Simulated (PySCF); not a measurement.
## Calculated data, BGeH3O, GeH4OSi, ClGeH3OSi

Computed with PySCF 2.14.0. Calculation on a computer-drawn molecule: optimised geometry and harmonic frequencies of an isolated molecule of the commonest isotopes, restricted reference for singlets and unrestricted otherwise, frozen core in MP2; on germanium a core potential holds 10 electrons, which the energies leave out, and 3d is frozen in MP2 and coupled-cluster steps.

Common to all runs: charge 0; multiplicity 1; basis and core potential on germanium cc-pVDZ-PP ECP10MDF.

```json
{"entry": 1, "formula": "BGeH3O", "start_structure": {"atoms_angstrom": [["O", -0.9278, 0.5791, -0.232], ["B", 0.1727, 0.1659, -0.3906], ["Ge", 2.0884, -0.5537, -0.6668], ["H", 2.0415, -1.6531, -1.7221], ["H", 2.5895, -1.1085, 0.6621], ["H", 2.9717, 0.5984, -1.1331]]}, "given": {"method": "MP2", "basis": "cc-pVDZ", "drawn_bonds_atom": [1, 2, 3, 3, 3], "drawn_bonds_other_atom": [2, 3, 4, 5, 6], "drawn_bonds_order": [2, 1, 1, 1, 1]}, "results": {"optimised_atom_element": ["O", "B", "Ge", "H", "H", "H"], "optimised_atom_x [angstrom]": [-0.9521, 0.1804, 2.085, 2.047, 2.596, 2.979], "optimised_atom_y [angstrom]": [0.5882, 0.1629, -0.5524, -1.657, -1.111, 0.5976], "optimised_atom_z [angstrom]": [-0.2285, -0.3918, -0.6663, -1.724, 0.663, -1.135], "modes_frequency [cm^-1]": [271.4, 271.6, 426.7, 591.7, 591.7, 845.9, 914.8, 914.8, 1921, 2220, 2221, 2221], "modes_reduced_mass [dalton]": [3.51, 3.512, 16.95, 1.337, 1.337, 1.036, 1.02, 1.02, 12.38, 1.011, 1.024, 1.024], "rotational_constants [GHz]": [79.62, 2.976, 2.976], "total_energy [hartree]": -395.0814, "convergence_status_largest_gradient_component [hartree/bohr]": 4.407e-05}}
{"entry": 2, "formula": "GeH4OSi", "start_structure": {"atoms_angstrom": [["O", -0.9618, 1.9368, 1.9587], ["Si", -1.609, 1.8928, 0.5962], ["Ge", -2.6314, -0.0466, -0.2995], ["H", -1.6255, 2.9712, -0.3213], ["H", -3.4178, -0.7894, 0.8152], ["H", -3.5657, 0.216, -1.3602], ["H", -1.646, -0.9929, -0.86]]}, "given": {"method": "HF", "basis": "cc-pV(D+d)Z", "drawn_bonds_atom": [1, 2, 2, 3, 3, 3], "drawn_bonds_other_atom": [2, 3, 4, 5, 6, 7], "drawn_bonds_order": [2, 1, 1, 1, 1, 1]}, "results": {"optimised_atom_element": ["O", "Si", "Ge", "H", "H", "H", "H"], "optimised_atom_x [angstrom]": [-1.444, -1.602, -2.663, -1.107, -3.141, -3.844, -1.656], "optimised_atom_y [angstrom]": [2.164, 1.869, -0.1043, 2.784, -0.9878, 0.321, -0.8574], "optimised_atom_z [angstrom]": [2.064, 0.6005, -0.2686, -0.4557, 0.8774, -1.146, -1.142], "modes_frequency [cm^-1]": [36.83, 185.3, 349.6, 416.7, 532.9, 613.5, 862.8, 926.0, 957.8, 960.9, 1311, 2221, 2228, 2264, 2303], "modes_reduced_mass [dalton]": [1.284, 6.226, 5.091, 1.057, 1.303, 1.322, 1.055, 1.094, 1.02, 1.018, 16.7, 1.023, 1.017, 1.019, 1.044], "rotational_constants [GHz]": [23.71, 2.176, 2.043], "total_energy [hartree]": -659.4857, "convergence_status_largest_gradient_component [hartree/bohr]": 5.502e-06}}
{"entry": 3, "formula": "GeH4OSi", "start_structure": {"atoms_angstrom": [["O", -1.4443, 2.1638, 2.0638], ["Si", -1.6016, 1.8686, 0.6005], ["Ge", -2.6631, -0.1043, -0.2686], ["H", -1.1074, 2.784, -0.4557], ["H", -3.1407, -0.9878, 0.8774], ["H", -3.8441, 0.321, -1.1458], ["H", -1.6559, -0.8574, -1.1424]]}, "given": {"method": "MP2", "basis": "cc-pV(D+d)Z", "drawn_bonds_atom": [1, 2, 2, 3, 3, 3], "drawn_bonds_other_atom": [2, 3, 4, 5, 6, 7], "drawn_bonds_order": [2, 1, 1, 1, 1, 1]}, "results": {"optimised_atom_element": ["O", "Si", "Ge", "H", "H", "H", "H"], "optimised_atom_x [angstrom]": [-1.433, -1.602, -2.662, -1.111, -3.144, -3.848, -1.657], "optimised_atom_y [angstrom]": [2.184, 1.868, -0.1016, 2.777, -0.9948, 0.3171, -0.8626], "optimised_atom_z [angstrom]": [2.106, 0.5999, -0.2714, -0.4742, 0.8726, -1.154, -1.15], "modes_frequency [cm^-1]": [45.75, 171.5, 339.6, 386.9, 493.1, 551.4, 806.6, 868.6, 906.3, 910.5, 1140, 2184, 2187, 2219, 2234], "modes_reduced_mass [dalton]": [1.279, 6.101, 4.773, 1.062, 1.344, 1.312, 1.05, 1.093, 1.019, 1.018, 16.09, 1.015, 1.024, 1.021, 1.044], "rotational_constants [GHz]": [23.19, 2.147, 2.014], "total_energy [hartree]": -659.8698, "convergence_status_largest_gradient_component [hartree/bohr]": 1.126e-05}}
{"entry": 4, "formula": "ClGeH3OSi", "start_structure": {"atoms_angstrom": [["O", -2.8089, 2.7636, 2.191], ["Si", -1.6936, 2.3678, 1.3011], ["Cl", -0.996, 3.394, -0.2599], ["Ge", -0.4912, 0.3568, 1.6045], ["H", -1.0373, -0.3815, 2.7301], ["H", 0.8873, 0.7006, 1.8795], ["H", -0.4824, -0.5352, 0.3678]]}, "given": {"method": "HF", "basis": "cc-pV(D+d)Z", "drawn_bonds_atom": [1, 2, 2, 4, 4, 4], "drawn_bonds_other_atom": [2, 3, 4, 5, 6, 7], "drawn_bonds_order": [2, 1, 1, 1, 1, 1]}, "results": {"optimised_atom_element": ["O", "Si", "Cl", "Ge", "H", "H", "H"], "optimised_atom_x [angstrom]": [-2.855, -1.713, -0.9942, -0.4573, -1.054, 0.9916, -0.5408], "optimised_atom_y [angstrom]": [2.824, 2.342, 3.385, 0.3236, -0.4532, 0.716, -0.4715], "optimised_atom_z [angstrom]": [2.156, 1.324, -0.2825, 1.618, 2.784, 1.896, 0.318], "modes_frequency [cm^-1]": [46.47, 115.2, 226.8, 241.8, 376.9, 527.4, 531.7, 599.5, 874.9, 955.5, 957.0, 1343, 2249, 2254, 2273], "modes_reduced_mass [dalton]": [1.063, 11.5, 18.09, 6.253, 24.41, 1.27, 1.186, 5.93, 1.047, 1.02, 1.02, 19.0, 1.024, 1.017, 1.019], "rotational_constants [GHz]": [4.275, 1.37, 1.051], "total_energy [hartree]": -1118.4758, "convergence_status_largest_gradient_component [hartree/bohr]": 1.653e-05}}
{"entry": 5, "formula": "ClGeH3OSi", "start_structure": {"atoms_angstrom": [["O", -2.8549, 2.8238, 2.1563], ["Si", -1.7127, 2.3425, 1.3241], ["Cl", -0.9942, 3.3849, -0.2825], ["Ge", -0.4573, 0.3236, 1.6183], ["H", -1.0539, -0.4532, 2.7837], ["H", 0.9916, 0.716, 1.8963], ["H", -0.5408, -0.4715, 0.318]]}, "given": {"method": "MP2", "basis": "cc-pV(D+d)Z", "drawn_bonds_atom": [1, 2, 2, 4, 4, 4], "drawn_bonds_other_atom": [2, 3, 4, 5, 6, 7], "drawn_bonds_order": [2, 1, 1, 1, 1, 1]}, "results": {"optimised_atom_element": ["O", "Si", "Cl", "Ge", "H", "H", "H"], "optimised_atom_x [angstrom]": [-2.901, -1.721, -0.9538, -0.4612, -1.039, 0.9955, -0.5425], "optimised_atom_y [angstrom]": [2.844, 2.345, 3.352, 0.3317, -0.4657, 0.7242, -0.466], "optimised_atom_z [angstrom]": [2.181, 1.329, -0.2889, 1.615, 2.784, 1.884, 0.3097], "modes_frequency [cm^-1]": [59.71, 109.0, 210.4, 218.2, 359.1, 490.3, 493.1, 576.1, 814.9, 903.1, 904.6, 1185, 2203, 2208, 2227], "modes_reduced_mass [dalton]": [1.063, 11.16, 18.45, 6.801, 24.27, 1.167, 1.189, 8.772, 1.047, 1.019, 1.019, 19.02, 1.014, 1.024, 1.022], "rotational_constants [GHz]": [4.067, 1.394, 1.052], "total_energy [hartree]": -1118.9906, "convergence_status_largest_gradient_component [hartree/bohr]": 2.074e-05}}
```
